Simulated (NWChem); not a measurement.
System meant: CdI$_{2}$; SMILES [I][Cd][I]

The following NWChem deck was run.

```
start job
memory heap 200 mb stack 900 mb global 1100 mb
geometry units angstroms noautoz
  Cd     0.000000     0.000000     0.018914
  I      2.593153     0.000000     0.018673
  I     -2.593153     0.000000     0.018673
end
basis spherical
  * library def2-svp
end
ecp
  Cd library def2-ecp
  I library def2-ecp
end
dft
  xc b3lyp
  iterations 150
end
tddft
  cis
  nroots 4
  notriplet
end
task tddft energy
```

End of the output:

```
 Vector   38  Occ=0.000000D+00  E=-3.914141D-02  Symmetry=eu
              MO Center= -3.7D-12, -4.1D-12, -7.9D-14, r^2= 5.9D+00
   Bfn.  Coefficient  Atom+Function         Bfn.  Coefficient  Atom+Function
  ----- ------------  ---------------      ----- ------------  ---------------
    13      0.639848  1 Cd py                12      0.579594  1 Cd px
    10      0.254848  1 Cd py                 9      0.230849  1 Cd px
    46     -0.195695  2 I  py                72     -0.195695  3 I  py
     7     -0.191581  1 Cd py                45     -0.177266  2 I  px
    71     -0.177266  3 I  px                 6     -0.173540  1 Cd px

 center of mass
 --------------
 x =   0.00000000 y =   0.00000000 z =   0.00000000

 moments of inertia (a.u.)
 ------------------
        6094.624334392843           0.000000000000           0.000000000000
           0.000000000000        6094.624334392843           0.000000000000
           0.000000000000           0.000000000000           0.000000000000

     Multipole analysis of the density
     ---------------------------------

     L   x y z        total         alpha         beta         nuclear
     -   - - -        -----         -----         ----         -------
     0   0 0 0     -0.000000    -35.000000    -35.000000     70.000000

     1   1 0 0     -0.000000     -0.000000     -0.000000      0.000000
     1   0 1 0      0.000000      0.000000      0.000000      0.000000
     1   0 0 1      0.000000      0.000000      0.000000      0.000000

     2   2 0 0    -55.431825    -27.715913    -27.715913      0.000000
     2   1 1 0     -0.000000     -0.000000     -0.000000      0.000000
     2   1 0 1     -0.000000     -0.000000     -0.000000      0.000000
     2   0 2 0    -55.431825    -27.715913    -27.715913      0.000000
     2   0 1 1     -0.000000     -0.000000     -0.000000      0.000000
     2   0 0 2    -60.371284   -630.521056   -630.521056   1200.670828

 ------------------------------------------------------------------------
 tddft_init: non-Abelian symmetry not permitted                   0
 ------------------------------------------------------------------------
 ------------------------------------------------------------------------
  current input line :
    24: task tddft energy
 ------------------------------------------------------------------------
 ------------------------------------------------------------------------
 There is an error related to the specified geometry
 ------------------------------------------------------------------------
 For more information see the NWChem manual at https://nwchemgit.github.io

0:tddft_init: non-Abelian symmetry not permitted:Received an Error in Communication
```

### Question
What is wrong, and how is it mended?

### Answer
The run crashed. Cause: the TDDFT module takes Abelian point groups alone, and the geometry was found to have a non-Abelian one. This input runs:
```
start job
memory heap 200 mb stack 900 mb global 1100 mb
geometry units angstroms noautosym nocenter noautoz
  Cd     0.000000     0.000000     0.018914
  I      2.593153     0.000000     0.018673
  I     -2.593153     0.000000     0.018673
end
basis spherical
  * library def2-svp
end
ecp
  Cd library def2-ecp
  I library def2-ecp
end
dft
  xc b3lyp
  iterations 150
end
tddft
  cis
  nroots 4
  notriplet
end
task tddft energy
```
It converges to -763.48417 Ha (B3LYP/def2-SVP with def2 effective core potentials on Cd, I, TDA).
